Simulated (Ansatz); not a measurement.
Predict a relaxed structure of Ga(AsH3)H3 (GaAsH6), charge 0, singlet, at B3LYP-D4/def2-TZVP (Ansatz).


```xyz
8

Ga   -0.3603    0.7506   -1.3487
As    0.2509   -0.5320    0.9545
H    -0.6574   -0.4358    2.1610
H     1.5374   -0.2130    1.6843
H     0.4094   -2.0366    0.9803
H    -0.4988    2.1763   -0.6942
H    -1.6612   -0.0833   -1.6519
H     0.9800    0.3739   -2.0852
```
Point group C3 (tolerance 0.1 Å). This is one stationary point.
